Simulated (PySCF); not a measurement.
Simulated C 1s region for `C1C[CH2][GaH][CH2]1`, binding energy against the vacuum level.

Every computed line was given a Gaussian of 0.6 eV full width at half maximum and an area set by the number of equivalent atoms; the highest printed point is 100. Theory: delta-SCF UKS SCAN, pcX-2 on the ionised atom, pcseg-1 elsewhere, spin-free X2C in PySCF 2.14.0.

(binding energy (eV), intensity): (288.7, 1), (288.8, 2), (288.9, 5), (289.0, 12), (289.1, 26), (289.2, 45), (289.3, 69), (289.4, 89), (289.5, 100), (289.6, 98), (289.7, 86), (289.8, 73), (289.9, 68), (290.0, 74), (290.1, 87), (290.2, 99), (290.3, 99), (290.4, 87), (290.5, 66), (290.6, 42), (290.7, 24), (290.8, 11), (290.9, 5), (291.0, 2), (291.1, 0)

Q: How many maxima does the curve show, and how many computed lines lie under it?

A: The curve has 2 maxima (at 289.5 and 290.3 eV). Under it lie 2 lines from 2 inequivalent carbon sites.

Q: Decompose the envelope and assign each component. Numbering: `[CH2:1]1[CH2:2][CH2:3][GaH:4][CH2:5]1`.

A: 
```tsv
position (eV)	relative area	line	atoms	environment
289.52	2	C 1s	C3/C5	ring CH2 carbon
290.27	2	C 1s	C1/C2	ring CH2 carbon
```

Q: What are the centre and the root-mean-square width of the whole band?

A: The area-weighted mean of the lines is 289.89 eV. Their own spread about it is 0.37 eV (rms) and each Gaussian has σ = 0.6/2.355 = 0.25 eV; the variances add, which gives 0.45 eV.

Q: Above which line width would these two lines show one maximum?

A: Two equal Gaussians merge once their distance is under 2σ = FWHM/1.177. With 0.75 eV between them that is a full width over 0.88 eV.

Lowest listed C 1s: C3/C5, bonded to C, 2 H and Ga. Highest, 0.75 eV above it: C1/C2, bonded to 2 C and 2 H. Summing the Pauling electronegativity differences to the bonded atoms, each weighted by its formal bond order, gives -1.44 for the lowest site and -0.70 for the highest.

The curve has no shake-up lines and no vibrational structure. The first atom of each set that the bonding makes equivalent was ionised and stands for the set. Isolated species at its PBE0-D3(BJ)/def2-SVP geometry (one conformer only).
